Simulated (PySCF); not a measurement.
Job for PySCF: U-M06-2X/def2-TZVPP on I3Si (SMILES I[Si](I)I). Elements past Kr take the def2 small-core potentials; no spin–orbit coupling.

```python
from pyscf import gto, dft

mol = gto.M(
    atom='''
    Si   -0.00184701   -0.00192764   -0.58292037
    I     2.34592408   -0.00965626    0.18634964
    I    -1.16307623    2.03681235    0.19161089
    I    -1.18090084   -2.02522845    0.20495984
    ''',
    basis='def2-tzvpp',
    ecp={'I': 'def2-tzvpp'},
    charge=0, spin=1, verbose=4, max_memory=1800)
mf = dft.UKS(mol, xc='m062x').density_fit(auxbasis='def2-universal-jkfit')
mf.grids.level = 4
mf.conv_tol = 1e-9
mf.max_cycle = 150
mf.kernel()
mf.dip_moment()
```

The log:

```
PySCF version 2.14.0

[INPUT] verbose = 4
[INPUT] num. atoms = 4
[INPUT] num. electrons = 89
[INPUT] charge = 0
[INPUT] spin (= nelec alpha-beta = 2S) = 1
[INPUT] symmetry False subgroup None
[INPUT] Mole.unit = angstrom
[INPUT] Symbol           X                Y                Z      unit          X                Y                Z       unit  Magmom
[INPUT]  1 Si    -0.001847010000  -0.001927640000  -0.582920370000 AA   -0.003490343049  -0.003642711667  -1.101559851730 Bohr   0.0
[INPUT]  2 I      2.345924080000  -0.009656260000   0.186349640000 AA    4.433154020222  -0.018247686788   0.352149783011 Bohr   0.0
[INPUT]  3 I     -1.163076230000   2.036812350000   0.191610890000 AA   -2.197895536692   3.849017508632   0.362092104584 Bohr   0.0
[INPUT]  4 I     -1.180900840000  -2.025228450000   0.204959840000 AA   -2.231579167869  -3.827127110177   0.387317964135 Bohr   0.0

nuclear repulsion = 469.145152999635
number of shells = 62
number of NR pGTOs = 348
number of NR cGTOs = 192
basis = def2-tzvpp
ecp = {'I': 'def2-tzvpp'}


******** <class 'pyscf.df.df_jk.DFUKS'> ********
method = DFUKS
initial guess = minao
damping factor = 0
level_shift factor = 0
DIIS = <class 'pyscf.scf.diis.CDIIS'>
diis_start_cycle = 1
diis_space = 8
diis_damp = 0
SCF conv_tol = 1e-09
SCF conv_tol_grad = None
SCF max_cycles = 150
direct_scf = False
number electrons alpha = 45  beta = 44
XC library pyscf.dft.libxc version 7.1.2
    S. Lehtola, C. Steigemann, M. J. T. Oliveira, and M. A. L. Marques,  SoftwareX 7, 1–5 (2018)
XC functionals = m062x
    Y. Zhao and D. G. Truhlar,  Theor. Chem. Acc. 120, 215 (2008)
    Y. Zhao and D. G. Truhlar,  Theor. Chem. Acc. 120, 215 (2008)
radial grids:
    Treutler-Ahlrichs [JCP 102, 346 (1995); DOI:10.1063/1.469408] (M4) radial grids

becke partition: Becke, JCP 88, 2547 (1988); DOI:10.1063/1.454033
pruning grids: <function nwchem_prune>
grids dens level: 4
symmetrized grids: False
atomic radii adjust function: <function treutler_atomic_radii_adjust>
small_rho_cutoff = 0
Set gradient conv threshold to 3.16228e-05
tot grids = 123688
******** <class 'pyscf.df.df.DF'> ********
auxbasis = def2-universal-jkfit
init E= -1054.79098677785
  alpha nocc = 45  HOMO = -1.22367180791674  LUMO = -1.01821605062337
  beta  nocc = 44  HOMO = -1.48078432711007  LUMO = -1.22367180791676

WARN: HOMO -1.22367180791674 >= LUMO -1.22367180791676

cycle= 1 E= -1178.21458361941  delta_E= -123  |g|= 3.72  |ddm|= 23.5
  alpha nocc = 45  HOMO = -0.0498261444782135  LUMO = 0.0171925710871343
  beta  nocc = 44  HOMO = -0.080736080222634  LUMO = -0.0491655812946769

WARN: HOMO -0.0498261444782135 >= LUMO -0.0491655812946769

cycle= 2 E= -1177.96430489019  delta_E= 0.25  |g|= 3.62  |ddm|= 8.86
  alpha nocc = 45  HOMO = -0.0753876377945772  LUMO = 0.0492832407240337
  beta  nocc = 44  HOMO = -0.243277295153736  LUMO = -0.0102946156057752
  HOMO = -0.0753876377946  LUMO = -0.0102946156058  gap/eV = 1.77127
cycle= 3 E= -1181.91356253042  delta_E= -3.95  |g|= 0.943  |ddm|= 4.45
  alpha nocc = 45  HOMO = -0.285624928063003  LUMO = -0.0917141054373764
  beta  nocc = 44  HOMO = -0.308124241316414  LUMO = -0.2342922654426
  HOMO = -0.285624928063  LUMO = -0.234292265443  gap/eV = 1.39683
cycle= 4 E= -1182.33192893321  delta_E= -0.418  |g|= 0.565  |ddm|= 2.24
  alpha nocc = 45  HOMO = -0.279756960667414  LUMO = -0.0511634107597719
  beta  nocc = 44  HOMO = -0.319421244021171  LUMO = -0.16502695763362
  HOMO = -0.279756960667  LUMO = -0.165026957634  gap/eV = 3.12196
cycle= 5 E= -1182.45507216469  delta_E= -0.123  |g|= 0.123  |ddm|= 0.382
  alpha nocc = 45  HOMO = -0.271615142332719  LUMO = -0.0482652228364541
  beta  nocc = 44  HOMO = -0.325171616569133  LUMO = -0.135336674472806
  HOMO = -0.271615142333  LUMO = -0.135336674473  gap/eV = 3.70833
cycle= 6 E= -1182.46474092465  delta_E= -0.00967  |g|= 0.034  |ddm|= 0.135
  alpha nocc = 45  HOMO = -0.272024932510945  LUMO = -0.0446248427177836
  beta  nocc = 44  HOMO = -0.323886306208888  LUMO = -0.123469023429378
  HOMO = -0.272024932511  LUMO = -0.123469023429  gap/eV = 4.04241
cycle= 7 E= -1182.46588634177  delta_E= -0.00115  |g|= 0.0204  |ddm|= 0.0832
  alpha nocc = 45  HOMO = -0.274986458383973  LUMO = -0.0462427011890472
  beta  nocc = 44  HOMO = -0.323624878434605  LUMO = -0.122113767899823
  HOMO = -0.274986458384  LUMO = -0.1221137679  gap/eV = 4.15988
cycle= 8 E= -1182.46625762711  delta_E= -0.000371  |g|= 0.00625  |ddm|= 0.0423
  alpha nocc = 45  HOMO = -0.276146764077278  LUMO = -0.0464769127736619
  beta  nocc = 44  HOMO = -0.323625339969551  LUMO = -0.120913380580061
  HOMO = -0.276146764077  LUMO = -0.12091338058  gap/eV = 4.22412
cycle= 9 E= -1182.46638351862  delta_E= -0.000126  |g|= 0.00249  |ddm|= 0.0359
  alpha nocc = 45  HOMO = -0.276674048291763  LUMO = -0.0468538408304168
  beta  nocc = 44  HOMO = -0.323832494041187  LUMO = -0.120376171843347
  HOMO = -0.276674048292  LUMO = -0.120376171843  gap/eV = 4.25308
cycle= 10 E= -1182.4664077066  delta_E= -2.42e-05  |g|= 0.00107  |ddm|= 0.016
  alpha nocc = 45  HOMO = -0.276684828405646  LUMO = -0.046671726013051
  beta  nocc = 44  HOMO = -0.323827608379644  LUMO = -0.120057032212056
  HOMO = -0.276684828406  LUMO = -0.120057032212  gap/eV = 4.26206
cycle= 11 E= -1182.4664115903  delta_E= -3.88e-06  |g|= 0.00038  |ddm|= 0.00651
  alpha nocc = 45  HOMO = -0.276726998422659  LUMO = -0.0466859661643266
  beta  nocc = 44  HOMO = -0.323832650959974  LUMO = -0.120058127205642
  HOMO = -0.276726998423  LUMO = -0.120058127206  gap/eV = 4.26318
cycle= 12 E= -1182.46641199433  delta_E= -4.04e-07  |g|= 9.05e-05  |ddm|= 0.00215
  alpha nocc = 45  HOMO = -0.276732984669208  LUMO = -0.0466730780304271
  beta  nocc = 44  HOMO = -0.323843632370617  LUMO = -0.120051457687099
  HOMO = -0.276732984669  LUMO = -0.120051457687  gap/eV = 4.26352
cycle= 13 E= -1182.46641200735  delta_E= -1.3e-08  |g|= 3.96e-05  |ddm|= 0.000357
  alpha nocc = 45  HOMO = -0.276729168375596  LUMO = -0.0466711454279156
  beta  nocc = 44  HOMO = -0.323841792723517  LUMO = -0.120052855898999
  HOMO = -0.276729168376  LUMO = -0.120052855899  gap/eV = 4.26338
cycle= 14 E= -1182.46641200838  delta_E= -1.03e-09  |g|= 1.12e-05  |ddm|= 7.38e-05
  alpha nocc = 45  HOMO = -0.276728030158024  LUMO = -0.0466709933515043
  beta  nocc = 44  HOMO = -0.323843185763048  LUMO = -0.120052888108901
  HOMO = -0.276728030158  LUMO = -0.120052888109  gap/eV = 4.26335
cycle= 15 E= -1182.46641200851  delta_E= -1.27e-10  |g|= 5.69e-06  |ddm|= 2.43e-05
  alpha nocc = 45  HOMO = -0.276728822411007  LUMO = -0.0466708323616199
  beta  nocc = 44  HOMO = -0.323842936319875  LUMO = -0.120053398358797
  HOMO = -0.276728822411  LUMO = -0.120053398359  gap/eV = 4.26336
Extra cycle  E= -1182.46641200854  delta_E= -2.82e-11  |g|= 5.61e-06  |ddm|= 1.46e-05
converged SCF energy = -1182.46641200854  <S^2> = 0.755275  2S+1 = 2.0052681
Dipole moment(X, Y, Z, Debye): -0.00020, -0.00159, -0.43176
```

The calculation finished and met its thresholds.

Cost: very roughly 110 core-seconds.
